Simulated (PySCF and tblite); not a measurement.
Results of a calculation; reference values are marked as such.
3 diastereomers of C7H13Cl3, numbered alike:

```json
{"isomer": "A", "SMILES": "[CH3:1][C@@H:2]([Cl:3])[CH2:4][C@@H:5]([Cl:6])[CH2:7][C@H:8]([CH3:9])[Cl:10]", "descriptors (one enantiomer)": "2R, 5s, 8S", "sequence (m meso, r racemo)": "mm"}
{"isomer": "B", "SMILES": "[CH3:1][C@@H:2]([Cl:3])[CH2:4][C@H:5]([Cl:6])[CH2:7][C@H:8]([CH3:9])[Cl:10]", "descriptors (one enantiomer)": "2R, 5r, 8S", "sequence (m meso, r racemo)": "rr"}
{"isomer": "C", "SMILES": "[CH3:1][C@H:2]([Cl:3])[CH2:4][CH:5]([Cl:6])[CH2:7][C@H:8]([CH3:9])[Cl:10]", "descriptors (one enantiomer)": "2S, 8S", "sequence (m meso, r racemo)": "mr"}
```

Each isomer is a Boltzmann average at 298.15 K over at most 7 conformers: GFN2-xTB geometries, energies PBE0/pcSseg-1 (D3(BJ) added where defined), GIAO shieldings PBE0/pcSseg-1, GFN2-xTB thermal terms. Programs: PySCF with density fitting and tblite.

(1) What shifts does each isomer give (ppm; of two unlike H on one atom, a is the less shielded)?

(2) Which carbons tell the isomers apart best?

The conformer set may be incomplete (the search or the number kept was capped). Shifts are unscaled: against experiment ¹³C can be off by 15 ppm or more and ¹H by 0.8 ppm. The cap on conformers cut off some of the population, so the set may be incomplete.

Answers

(1) 
A (mm): ¹H (against TMS): 4.29 (H5, 1H), 4.27 (H2/H8, 2H), 2.04 (H4a/H7a, 2H), 2.00 (H4b/H7b, 2H), 1.51 (H1/H9, 6H). ¹³C (against TMS): 62.6 (C5), 59.9 (C2/C8), 50.8 (C4/C7), 27.2 (C1/C9).

B (rr): ¹H (against TMS): 4.72 (H5, 1H), 4.40 (H2/H8, 2H), 1.73 (H4a/H7a, 2H), 1.68 (H4b/H7b, 2H), 1.53 (H1/H9, 6H). ¹³C (against TMS): 63.7 (C5), 60.9 (C2/C8), 54.1 (C4/C7), 27.9 (C1/C9).

C (mr): ¹H (against TMS): 4.41 (H8, 1H), 4.36 (H5, 1H), 4.30 (H2, 1H), 2.15 (H4a, 1H), 1.76 (H4b, 1H), 1.75 (H7a, 1H), 1.72 (H7b, 1H), 1.54 (H9, 3H), 1.50 (H1, 3H). ¹³C (against TMS): 63.0 (C5), 61.1 (C8), 59.7 (C2), 54.0 (C7), 53.1 (C4), 27.9 (C9), 26.2 (C1).

(2) C7: 50.8 in A, 54.1 in B, 54.0 in C; C4: 50.8 in A, 54.1 in B, 53.1 in C ppm.
